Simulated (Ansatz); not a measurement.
Computed with frozen-core CCSD(T)/def2-TZVPP // r2SCAN-D4/def2-TZVP run with Ansatz (a first-principles code). The restricted HF reference is unstable towards unrestricted orbitals.

Ansatz 0.2 input:
```yaml
crystal:
  periodic: [false, false, false]
  atoms:
    - { symbol: N, position_ang: [1.082173, -0.499825, -0.055976] }
    - { symbol: Si, position_ang: [-0.438187, -0.008426, 0.003949] }
    - { symbol: H, position_ang: [1.840135, 0.17227, -0.004428] }
    - { symbol: H, position_ang: [-0.988841, 1.371281, 0.132255] }
    - { symbol: H, position_ang: [-1.495282, -1.035301, -0.075799] }
basis:
  gaussian: { orbitals: def2-TZVPP }
correlation:
  method: ccsd_t
```

Output:

```
Functional definition: HF
667 factors; integrals over basis functions are off by at most 9.7e-4 eV
mean field evaluation 1: about -9386.8656 eV, gradient 4.3e1 eV
mean field evaluation 2: about -9386.8665 eV, gradient 4.3e1 eV
mean field evaluation 4: about -9390.9502 eV, gradient 3.1e0 eV
mean field evaluation 8: about -9390.9992 eV, gradient 3.1e-1 eV
mean field evaluation 16: about -9386.8638 eV, gradient 4.3e1 eV
mean field -9391.00056961 eV, -345.1129054845 hartree, gradient 2.9e-6 eV, S^2 0.000000; 0 other end points of the search recorded, 0 dependent functions left out; unrestricted orbitals would lower it
6 core orbitals not correlated
reference -9391.00056961 eV, -345.1129054845 hartree; 6, 6 occupied and 103, 103 virtual orbitals, 667 factors
second order -9.14994150 eV of doubles, -0.00000000 eV of singles
cycle   1  -9.26359418 eV  change   -1.1e-1 eV  update   9.1e-2
cycle   2  -9.56534640 eV  change   -3.0e-1 eV  update   3.1e-2
cycle   3  -9.66472642 eV  change   -9.9e-2 eV  update   1.8e-2
cycle   4  -9.65436102 eV  change    1.0e-2 eV  update   5.1e-3
cycle   5  -9.65535800 eV  change   -1.0e-3 eV  update   2.7e-3
cycle   6  -9.65566189 eV  change   -3.0e-4 eV  update   7.5e-4
cycle   7  -9.65550200 eV  change    1.6e-4 eV  update   2.8e-4
cycle   8  -9.65558920 eV  change   -8.7e-5 eV  update   1.1e-4
cycle   9  -9.65558587 eV  change    3.3e-6 eV  update   3.3e-5
cycle  10  -9.65556698 eV  change    1.9e-5 eV  update   1.4e-5
cycle  11  -9.65557544 eV  change   -8.5e-6 eV  update   6.1e-6
perturbative correction -0.44200694 eV, -0.0162434553 hartree
Total energy: -9401.09815199 eV, -345.4839847926 hartree
```

Cost: around 6 core-seconds (rough).
